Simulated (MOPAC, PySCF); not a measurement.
HAlCl2S, SMILES `[SH][Al]([Cl])[Cl]` (H–S–Al–Cl torsion 180°), neutral singlet in the gas phase. 

Cartesian coordinates (Å):
SMILES: [Cl][Al]([SH])[Cl]
```xyz
5

S      1.6154    -0.5587    -0.0913
Al    -0.5028    -0.1179    -0.0107
Cl    -1.8590    -1.6971    -0.1105
Cl    -1.1955     1.8437     0.1633
H      1.9587     0.7388     0.0069
```
Charge 0, multiplicity 1.

All levels are single points at this geometry (B3LYP-D3(BJ)/def2-TZVP); Pople sets use spherical d functions. Orbital energies aren't observables, and empty levels follow the basis.

| level | HOMO (eV) | LUMO (eV) | gap (eV) | dipole (D) | vertical IE, Delta-SCF (eV) |
|---|---|---|---|---|---|
| B3LYP-D3(BJ)/def2-TZVP in PySCF | -7.97 | -1.32 | 6.66 | 1.06 | 10.45 |
| B3LYP/6-311+G** in PySCF | -8.08 | -1.70 | 6.39 | 1.25 | – |
| B3LYP/LANL2DZ in PySCF | -8.36 | -1.91 | 6.45 | 1.68 | – |
| BP86/6-31G* in PySCF | -7.13 | -2.09 | 5.04 | 1.28 | – |
| M06-2X/6-31G* in PySCF | -9.43 | -0.55 | 8.88 | 1.28 | – |
| PBE/6-31G* in PySCF | -7.03 | -2.02 | 5.01 | 1.29 | – |
| SVWN5/6-31G* in PySCF | -7.13 | -2.25 | 4.89 | 1.34 | – |
| HF/3-21G in PySCF | -11.57 | 1.19 | 12.77 | 1.68 | – |
| HF/6-31G* in PySCF | -11.11 | 1.77 | 12.88 | 1.26 | 9.66 |
| HF/STO-3G in PySCF | -8.27 | 6.68 | 14.94 | 2.25 | – |
| AM1 in MOPAC | -10.39 | -1.82 | 8.57 | 1.57 | – |
| PM6 in MOPAC | -10.18 | -0.19 | 9.99 | 1.63 | – |
| PM7 in MOPAC | -10.55 | -1.22 | 9.33 | 1.62 | – |
